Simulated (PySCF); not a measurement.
Isomers of C6H12O. The calculation used TDDFT PBE0/def2-SVPD, vertical, gas phase, core orbitals frozen in the response in PySCF. Geometries: GFN2-xTB; one conformer of each isolated species. Triplets are in the Tamm–Dancoff approximation.

A. `CCOC1CCC1`
B. `C/C=C(\C)OCC`
C. `OCC1CCCC1`
D. `CC(C)(C)[C@H]1CO1`

Lowest singlet levels (six at most, fewer where fewer were computed) with oscillator strengths:

1. 181 nm (f 0.024); 172 nm (f 0.020); 170 nm (f 0.013); 163 nm (f 0.014); 153 nm (f 0.017); 152 nm (f 0.029); T1 6.68 eV
2. 181 nm (f 0.004); 162 nm (f 0.006); 157 nm (f 0.005); 153 nm (f 0.037); 152 nm (f 0.013); 147 nm (f 0.009); T1 6.57 eV
3. 166 nm (f 0.026); 157 nm (f 0.007); 154 nm (f 0.001); 154 nm (f 0.007); 152 nm (f 0.025); 145 nm (f 0.003); T1 7.35 eV
4. 215 nm (f 0.004); 198 nm (f 0.016); 193 nm (f 0.003); 184 nm (f 0.292); 176 nm (f 0.019); 172 nm (f 0.016); T1 4.27 eV

**Question.** Which spectrum belongs to which structure?

**Answer.** 1 = A, 2 = C, 3 = D, 4 = B.
- A: S1 at 6.85 eV, HOMO→LUMO (91%); Löwdin shares by element: HOMO oxygen 51%, carbon 28% or more (atoms not listed hold the other 21%); LUMO carbon 23% or more, hydrogen 17% or more (atoms not listed hold the other 59%); HOMO -7.15 and LUMO 0.82 eV.
- B: S1 at 5.76 eV, HOMO→LUMO (95%); Löwdin shares by element: HOMO carbon 63% or more, oxygen 20% (atoms not listed hold the other 16%); LUMO carbon 41% or more (atoms not listed hold the other 59%); HOMO -6.10 and LUMO 0.77 eV.
- C: S1 at 6.84 eV, HOMO→LUMO (85%), HOMO→LUMO+1 (11%); Löwdin shares by element: HOMO oxygen 55%, carbon 25% or more, hydrogen 8% or more; LUMO hydrogen 27% or more, oxygen 20%, carbon 8% or more (atoms not listed hold the other 45%); HOMO -7.71 and LUMO 0.57 eV.
- D: S1 at 7.46 eV, HOMO→LUMO (94%); Löwdin shares by element: HOMO oxygen 61%, carbon 22% or more (atoms not listed hold the other 16%); LUMO carbon 39% or more (atoms not listed hold the other 61%); HOMO -7.80 and LUMO 0.68 eV.
A and C have S1 within 0.02 eV of each other; their strongest listed levels stand at 8.13 eV (f 0.029) and 8.08 eV (f 0.037).
